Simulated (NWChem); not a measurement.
System: C2H6ClSb; SMILES [CH3][Sb]([CH3])[Cl]

The following NWChem deck was run.

```
start job
memory heap 200 mb stack 900 mb global 1100 mb
geometry units angstroms noautoz
  Sb    -0.391809    -0.348306     0.000000
  Cl     0.079234     2.001232     0.000000
  C      1.010639    -0.810240     1.581846
  H      1.197974    -1.895001     1.593037
  H      1.951778    -0.272083     1.403951
  H      0.591966    -0.507369     2.551411
  C      1.010639    -0.810240    -1.581846
  H      0.591966    -0.507369    -2.551411
  H      1.951778    -0.272083    -1.403951
  H      1.197974    -1.895001    -1.593037
end
basis spherical
  * library def2-svpd
end
ecp
  Sb library def2-ecp
end
dft
  xc xpbe96 cpbe96
  iterations 150
end
tddft
  cis
  nroots 6
  notriplet
end
task tddft energy
```

Geometry: optimised at PBE0/def2-SVP. Not confirmed as a minimum by frequencies. def2 effective core potentials on Sb; no spin-orbit coupling.

Vertical excitations in the gas phase.

Q: What results follow from this input? (PBE/def2-SVPD with def2 effective core potentials on Sb, TDA.) Quantities: lowest excitation, singlet (eV); oscillator strength of that lowest state; lowest state with f > 0.02, singlet (eV); oscillator strength of that bright state; orbital gap (eV).

A: The lowest excitation, singlet (eV) is 4.40 and the oscillator strength of that lowest state is 0.046. The lowest state with f > 0.02, singlet (eV) comes out as 4.40, the oscillator strength of that bright state is 0.046 and the orbital gap (eV) comes out as 3.93.
